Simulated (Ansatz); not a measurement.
Reaction (formal exchange of groups at the Se–Si bond): `O[SiH2][Se][SiH3]` + `BN` → `NB[Se][SiH3]` + `O[SiH3]`

Isolated molecules relaxed with PBE0-D4/def2-TZVP in Ansatz; ΔE leaves out vibrations. CCSD(T)/CBS adds triple-zeta CCSD(T) − MP2 to the extrapolated MP2 energy (def2 sets, frozen cores). This one scheme is used for every species. DFT in def2-TZVPP. B3LYP here is the variant with VWN-RPA as its local correlation; programs differ in this. For Se outer-core shells are correlated without core-valence functions, which leaves a few kJ/mol of doubt a bond. Scalar relativity is left out up to krypton. Each species was taken in one conformer, which may not be the lowest.

| level | ΔE (kcal/mol) | difference from CCSD(T)/CBS |
| --- | --- | --- |
| PBE-D4 | 4.3 | 0.0 |
| r2SCAN-D4 | 4.2 | -0.1 |
| PBE0-D4 | 4.5 | 0.2 |
| B3LYP-D4 | 4.4 | 0.1 |
| ωB97X-V | 4.3 | 0.0 |
| ωB97M-V | 5.0 | 0.7 |
| B2PLYP | 3.9 | -0.4 |
| PBE | 4.1 | -0.2 |
| r2SCAN | 4.2 | -0.1 |
| PBE0 | 4.3 | 0.0 |
| B3LYP | 4.0 | -0.3 |
| HF/def2-TZVPP | 4.3 | 0.0 |
| MP2/def2-TZVPP | 3.6 | -0.7 |
| SCS-MP2/def2-TZVPP | 3.5 | -0.8 |
| CCSD/def2-TZVPP | 3.4 | -0.9 |
| CCSD(T)/def2-TZVPP | 3.3 | -1.0 |
| HF/def2-QZVPP | 4.4 | 0.1 |
| MP2/def2-QZVPP | 4.2 | -0.1 |
| SCS-MP2/def2-QZVPP | 4.1 | -0.2 |
| HF/CBS(def2) | 4.4 | 0.1 |
| MP2/CBS(def2) | 4.6 | 0.3 |
| CCSD/CBS(def2) | 4.4 | 0.1 |
| CCSD(T)/CBS | 4.3 | 0 |

Largest T1 diagnostic among the species: 0.012.
